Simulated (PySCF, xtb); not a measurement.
C2H9ClSi3, SMILES C(=C)([SiH2][SiH2][SiH3])Cl.

GFN2-xTB (xtb 6.7.1) at its own geometry gives an orbital gap of 3.40 eV and a dipole moment of 1.29 D.

Coordinates come from a B3LYP-D3(BJ)/def2-SVP optimisation. This is a generated structure with no PubChem entry under its InChIKey; it may be hypothetical. One conformer was computed; it need not be the lowest.

**Question.** What does ωB97X/def2-TZVP run with PySCF give? (An estimate is asked for; the answer gives what the named calculation found.)

**Answer.** gap 11.00 eV (levels -9.82 and 1.18 eV), dipole 1.47 D.
